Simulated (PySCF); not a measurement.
Geometries of 2 isomers of C5H8N2Si, from PBE0-D3(BJ)/def2-SVP geometry optimisation, gas phase (PySCF 2.14.0). One conformer each, no zero-point energy, no frequencies.

Question: Which is lower in electronic energy at this level?
A.
```xyz
16
angstrom
Si     2.770    0.661    0.545
N      1.543   -0.223   -0.332
C      0.172   -0.115   -0.197
C     -0.429    0.771    0.710
C     -1.816    0.821    0.787
C     -2.574   -0.009   -0.037
N     -2.015   -0.854   -0.902
C     -0.696   -0.904   -0.978
H      4.068    0.159    0.013
H      2.652    2.135    0.322
H      2.682    0.416    2.017
H      1.843   -0.902   -1.022
H      0.181    1.416    1.350
H     -2.306    1.503    1.485
H     -3.668    0.010    0.002
H     -0.266   -1.612   -1.700
```
B.
```xyz
16
angstrom
C     -2.498    1.182    0.600
C     -1.184    1.277    0.350
C     -0.331    0.227   -0.173
C     -0.577   -1.085   -0.533
N      0.559   -1.689   -0.982
C      1.491   -0.776   -0.902
N      1.026    0.420   -0.416
Si     2.002    1.886   -0.165
H     -3.056    2.032    0.997
H     -3.055    0.260    0.417
H     -0.695    2.237    0.559
H     -1.527   -1.616   -0.487
H      2.537   -0.914   -1.181
H      1.961    2.284    1.269
H      3.380    1.504   -0.574
H      1.481    2.996   -1.009
```

Answer: A. That is `[SiH3]Nc1cccnc1`, 15.7 kcal/mol below the other.

```tsv
SMILES	atoms numbered as above	E (Eh)	relative (kcal/mol)	relative (kJ/mol)	dipole (D)
[SiH3]Nc1cccnc1	[SiH3:1][NH:2][c:3]1[cH:4][cH:5][cH:6][n:7][cH:8]1	-593.57741	0.0	0.0	2.48
C=Cc1cncn1[SiH3]	[CH2:1]=[CH:2][c:3]1[cH:4][n:5][cH:6][n:7]1[SiH3:8]	-593.55246	15.7	65.5	3.28
```

As drawn, the lower has an N–H bond, which the higher lacks; the higher has a C=C bond outside aromatic rings, which the lower lacks.
